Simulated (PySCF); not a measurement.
# GeB and its ions

r²SCAN; PySCF, no relativity, basis sets Ge def2-TZVPPD, B def2-TZVPPD. Neutral (UKS): quartet (σ ↑, π ↑↑), Re = 1.977 Å, ωe = 659 cm⁻¹, De = 3.50 eV, HOMO -5.78 eV, LUMO -3.79 eV.

GeB⁺ (UKS): triplet (σ ↑, π ↑), Re = 2.175 Å, ωe = 482 cm⁻¹, De = 2.77 eV to Ge⁺ + B. The energies at the minima are -2101.66873 hartree for GeB and -2101.34528 for GeB⁺.

(1) Work out the adiabatic ionisation energy, without and with harmonic zero-point energies (1 hartree = 27.2114 eV, 1 eV = 8065.5 cm⁻¹), and the change of the bond length.

GeB⁻ (UKS): triplet (σ ↑, π ↑), Re = 1.916 Å, ωe = 717 cm⁻¹, De = 3.81 eV to Ge⁻ + B. The energies at the minima are -2101.66873 hartree for GeB and -2101.72185 for GeB⁻.

(2) Work out the adiabatic electron affinity, without and with harmonic zero-point energies (1 hartree = 27.2114 eV, 1 eV = 8065.5 cm⁻¹), and the change of the bond length.

Spin–orbit coupling is left out. For an ion De counts to the pair picked by the measured ionisation energies or electron affinities, which need not be the lowest pair at this level. The highest Kohn–Sham level is positive in this anion. Much of that is self-interaction error, but it also means that the finite basis helps to hold the extra electron. States were picked by a PBE0 search and need not be the measured ground states.

Results:

(1) At r²SCAN: 0.32345 hartree = 8.802 eV between the minima; the zero-point term (482.0 − 659.0)/2 cm⁻¹ = -0.011 eV makes it 8.791 eV. Re changes by +19.8 pm against the neutral. The electron leaves a π orbital, and the longer bond of the ion fits a bonding orbital, or a change in how ionic the bond is.

(2) At r²SCAN: 0.05312 hartree = 1.445 eV between the minima; the zero-point term (659.0 − 717.0)/2 cm⁻¹ = -0.004 eV makes it 1.442 eV. Re changes by -6.1 pm against the neutral. The electron enters a π orbital; the charge polarises the partner, so the anion is bound more strongly.
